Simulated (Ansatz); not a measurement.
`B[S][GaH][Cl]` + `[SiH3][SiH2][SiH3]` → `B[SiH2][SiH2][SiH3]` + `[SH][GaH][Cl]` at 298.15 K and 1 bar (formal exchange of groups at a B–S bond).

Computed with Ansatz on PBE0-D4/def2-TZVP structures; ΔE is electronic, products minus reactants. CCSD(T)/CBS adds triple-zeta CCSD(T) − MP2 to the extrapolated MP2 energy (def2 sets, frozen cores). For Ga outer-core shells are correlated without core-valence functions, which leaves a few kJ/mol of doubt a bond. Scalar relativity is left out up to krypton. Each species was taken in one conformer, which may not be the lowest.

```csv
species,CCSD(T)/CBS energy (Eh),H − E (kJ/mol),S (J/(mol·K))
`B[S][GaH][Cl]`,-2808.18728,101.5,350.0
`[SiH3][SiH2][SiH3]`,-872.02658,195.8,347.4
`B[SiH2][SiH2][SiH3]`,-897.39286,233.2,396.8
`[SH][GaH][Cl]`,-2782.78263,62.2,314.5
```

H − E and S are ideal-gas, rigid-rotor, harmonic terms from PBE0-D4/def2-TZVP, for one conformer and one mirror image of each species. 1 Eh = 2625.50 kJ/mol, R = 8.31446 J/(mol·K).

**Question.** By hand: ΔE, ΔH, ΔS and ΔG.

**Answer.** ΔE = (-897.39286) + (-2782.78263) − (-2808.18728) − (-872.02658) = 0.03837 Eh = 100.7 kJ/mol. Δ(H − E) = 233.2 + 62.2 − 101.5 − 195.8 = -1.9, so ΔH = 98.8 kJ/mol. ΔS = 396.8 + 314.5 − 350.0 − 347.4 = 13.9 J/(mol·K). ΔG = 98.8 − 298.15 × (13.9)/1000 = 94.7 kJ/mol.

**Question.** By hand: the equilibrium constant, and the temperature at which ΔG would vanish if ΔH and ΔS stayed fixed.

**Answer.** log₁₀ K = −ΔG/(RT ln 10) = -16.6. ΔG = 0 at ΔH/ΔS = 7108 K, far beyond where these terms or the molecules hold.

The number of gas molecules stays the same, so ΔS is small and ΔH decides. A doubt of 5 kJ/mol in ΔE shifts log₁₀ K by 0.9 here. Other conformers and mirror images would add mixing entropy, several J/(mol·K) or more a flexible species. Modes under 60 cm⁻¹, often nearly free rotors, make the harmonic entropy too high. These are equilibria of isolated gas molecules and say nothing of rates. Largest T1 diagnostic: 0.014 (customary marks: 0.02 for closed shells, 0.045 for open ones).
